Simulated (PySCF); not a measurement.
Geometry:
```tsv
atom	x (Å)	y (Å)	z (Å)
C1	3.254	-0.306	-0.158
C2	2.108	0.234	0.214
O3	0.942	-0.452	0.178
Si4	-0.596	0.029	0.369
O5	-0.722	0.613	1.887
Si6	-1.371	1.463	-1.259
C7	-1.486	-1.692	0.357
F8	-1.944	-2.016	-0.885
F9	-2.607	-1.615	1.142
H10	4.169	0.252	-0.106
H11	3.302	-1.318	-0.518
H12	2.035	1.248	0.587
H13	-1.552	0.681	2.352
H14	-1.777	0.762	-2.477
H15	-2.523	2.240	-0.783
H16	-0.334	2.438	-1.628
H17	-0.905	-2.550	0.719
```

- GFN2-xTB geometry
- PBE0/pcSseg-1 with gauge-including orbitals
- run in PySCF 2.14.0 with density-fitted response routines
- no solvent, one conformer, averaged over atoms made equivalent by symmetry, fast rotation or ring inversion, no relativistic terms

Predict the 2D correlation tables (HSQC, COSY, HMBC).

Results:



HSQC (one-bond C–H):
| δH | δC |
| --- | --- |
| 6.81 (H12) | 150.8 (C2) |
| 6.14 (H17) | 127.4 (C7) |
| 5.03 (H11) | 103.2 (C1) |
| 4.71 (H10) | 103.2 (C1) |

COSY cross peaks (H two or three bonds apart, from the bond graph; peaks can be absent where the dihedral angle is near 90°):
| δH | δH |
| --- | --- |
| 6.81 (H12) | 5.03 (H11) |
| 6.81 (H12) | 4.71 (H10) |
| 5.03 (H11) | 4.71 (H10) |

HMBC (two and three bonds, from the bond graph):
| δH | δC |
| --- | --- |
| 6.81 (H12) | 103.2 (C1) |
| 5.03 (H11) | 150.8 (C2) |
| 4.71 (H10) | 150.8 (C2) |
| 3.35 (H14/H15/H16) | 127.4 (C7) |

δ = σ(ref) − σ, references computed at the same level: ¹H, ¹³C vs TMS.

Exchangeable OH/NH protons stand at their gas-phase positions; hydrogen bonding in a real sample shifts them, mostly to higher δ. Shifts are as computed. Against solution values, carbons near 30 ppm lie about +3 ppm off and those near 130 ppm about +5 ppm. Of 1211 compounds with measured shifts, 218 miss one by over three times the rms of a fit or turn the order of signals round; such compounds aren't used in these exercises.
